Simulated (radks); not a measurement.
Problem. Species: the xenon ion Xe3+. Configuration: [Kr] 4d10 5s2 5p3. Calculated with a radial shooting solver on a logarithmic mesh with Libxc functionals: scalar-relativistic Kohn-Sham, PBEsol, spin-polarised, spherical densities, point nucleus; open shells are filled with parallel spins first (spin-orbit coupling, left out, can overturn this in heavy ions). Some entries of the table are withheld. Estimate them.

orbital,occ.,eigenvalue (hartree),<r^2> (bohr^2)
1s up,1,-1263.846,0.0009643
1s down,1,-1263.841,0.0009643
2s up,1,-197.7576,0.01550
2s down,1,-197.7549,0.01550
2p up,3,-177.6015,0.01229
2p down,3,-177.5969,0.01229
3s up,1,-41.43149,0.1074
3s down,1,-41.42673,0.1074
3p up,3,-34.92259,0.1075
3p down,3,-34.91722,0.1075
3d up,5,-25.26439,0.09333
3d down,5,-25.25928,0.09331
4s up,1,-8.48435,0.5798
4s down,1,-8.47371,0.5793
4p up,3,-6.42123,(1)
4p down,3,-6.40982,(2)
4d up,5,-3.41425,0.8935
4d down,5,-3.39648,0.8814
5s up,1,-1.88861,3.415
5s down,1,-1.78666,3.387
5p up,3,(3),4.480
5p down,0,(4),4.549

Solution. 
(1) 4p up <r^2> (bohr^2): 0.6659
(2) 4p down <r^2> (bohr^2): 0.6640
(3) 5p up eigenvalue (hartree): -1.40025
(4) 5p down eigenvalue (hartree): -1.29280
